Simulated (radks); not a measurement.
Al IX, 5 electrons, occupied as [He] 2s2 2p1 (the NIST ground configuration).

Method: Dirac Kohn-Sham, PBE, spin-unpolarised, spherical densities, finite nucleus; open shells fill j = l - 1/2 first; Fermi nuclear charge, rms radius 3.061 fm; computed with a radial shooting solver on a logarithmic mesh with Libxc functionals.

Energy parts (eV):
| part | energy |
|---|---|
| total | -5556.300 |
| kinetic | 5577.787 |
| electron-nucleus | -11866.840 |
| Hartree | 1043.313 |
| exchange-correlation | -310.560 |

Orbitals (lengths in bohr, moments of r in powers of bohr; r(max) is where P^2 peaks):
\begin{tabular}{lrrrr}
orbital & occ. & eigenvalue (eV) & <r> & r(max) \\ \hline
1s1/2 & 2 & -1812.797 & 0.1196 & 0.07825 \\
2s1/2 & 2 & -334.2339 & 0.5357 & 0.4536 \\
2p1/2 & 1 & -305.5250 & 0.4734 & 0.3710 \\
2p3/2 & 0 & -304.8152 & 0.4747 & 0.3721 \\
3s1/2 & 0 & -127.2484 & 1.317 & 1.243 \\
3p1/2 & 0 & -118.8537 & 1.290 & 1.212 \\
3p3/2 & 0 & -118.6796 & 1.292 & 1.214 \\
\end{tabular}

The highest occupied level is 2p1/2 at -305.52 eV. For comparison, the ionisation energy in NIST's Atomic Spectra Database is 330.21 eV (semi-empirical). In exact Kohn-Sham theory the highest level is minus the ionisation energy, but local and semilocal functionals leave it too shallow, through self-interaction and a potential that decays too fast; potentials with the right tail come closer. Summed over all electrons, <r^2> = 0.9840 bohr^2, which gives a Langevin (diamagnetic) susceptibility term of -0.779 x 10^-6 cm^3/mol. The electron density at the nucleus is 1542 e/bohr^3.

Beside tabulated values, note that spin-unpolarised runs miss the spin-polarisation part of the exchange energy of open shells.
